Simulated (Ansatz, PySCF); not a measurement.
GeHFBr2, SMILES [Br][GeH]([Br])[F].

Geometry: B3LYP-D3(BJ)/def2-SVP. The structure was generated by enumeration, and PubChem lists no compound with its InChIKey, so it may never have been made.

Vertical ionisation energy (IE) and electron affinity (EA) in eV. Rows of orbital energies are one-electron estimates. Where ΔSCF, EOM or ADC give a negative EA the extra electron is unbound and the value depends on the basis.

```
level                                                                   IE    EA
-------------------------------------------------------------------  -----  ----
−ε(HOMO), −ε(LUMO), CAM-B3LYP/def2-TZVP (PySCF)                      10.18  0.88
−ε(HOMO), −ε(LUMO), PBE/def2-TZVP (PySCF)                             7.56  2.78
ΔSCF, PBE0/def2-SVPD (Ansatz), final states of multiplicity 2 and 2  10.99  0.31
ΔSCF, PBE/def2-SVPD (Ansatz), final states of multiplicity 2 and 2     [?]   [?]
```

### Question
Fill in the missing entries. (An estimate is asked for; the answer gives what the named calculation found.)

### Answer

- ΔSCF, PBE/def2-SVPD (Ansatz, a first-principles code), final states of multiplicity 2 and 2, IE: 10.58
- ΔSCF, PBE/def2-SVPD (Ansatz), final states of multiplicity 2 and 2, EA: 0.43

### Question
What vertical singlet–triplet gap does ΔSCF give with PBE0/def2-SVPD (Ansatz) and with PBE/def2-SVPD (Ansatz)? (The exact figures need the calculation; the answer reports its results.)

### Answer
5.23 and 4.80 eV (triplet above singlet where positive).
